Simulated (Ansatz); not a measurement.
A trace of molecular dynamics of CH₉NOSi (13 atoms, charge 0, multiplicity 1).

These are results of Ansatz 0.2.0, UKS PBE0/6-31G, not measurements.

| Property | Result |
| --- | --- |
| ensemble | NVE (velocity Verlet) |
| starting velocities drawn for | 600 K |
| seed | 275953 |

```tsv
time (fs)	T (K)	potential energy less start (eV)	conserved less start (meV/atom)
0.0	600	0.000	0.00
3.0	535	0.096	0.23
6.0	778	-0.253	0.01
9.0	936	-0.476	0.13
12.0	1235	-0.901	0.16
15.0	1502	-1.284	-0.10
18.0	1550	-1.352	-0.03
21.0	1647	-1.488	0.02
24.0	1504	-1.282	0.31
27.0	1508	-1.289	0.14
30.0	1495	-1.275	-0.14
33.0	1262	-0.942	-0.02
36.0	1264	-0.943	0.12
39.0	1418	-1.160	0.26
42.0	1598	-1.417	0.15
45.0	1681	-1.540	-0.16
48.0	1456	-1.218	-0.03
51.0	1353	-1.069	0.11
54.0	1217	-0.873	0.27
57.0	1114	-0.728	0.23
60.0	1239	-0.910	-0.11
63.0	1283	-0.972	-0.05
66.0	1462	-1.224	0.11
69.0	1573	-1.381	0.26
72.0	1649	-1.488	0.20
75.0	1840	-1.765	-0.20
```

Problem. Can this run be trusted? Judge the integration.

Solution. The conserved energy stayed within 0.31 meV per atom of its start (net change -0.2 meV per atom), so the integration is sound. The system heated up, since it started high on the potential surface and ran downhill. A run of 0.075 ps of so small a system gives no equilibrium averages. The orbitals stay closed-shell, which can raise the energy where a bond breaks towards radicals; this wasn't checked here. Limits of this set-up: no polarisation functions. The time step was 0.5 fs.

Run time: 20 min on 1 CPU thread of a shared host.
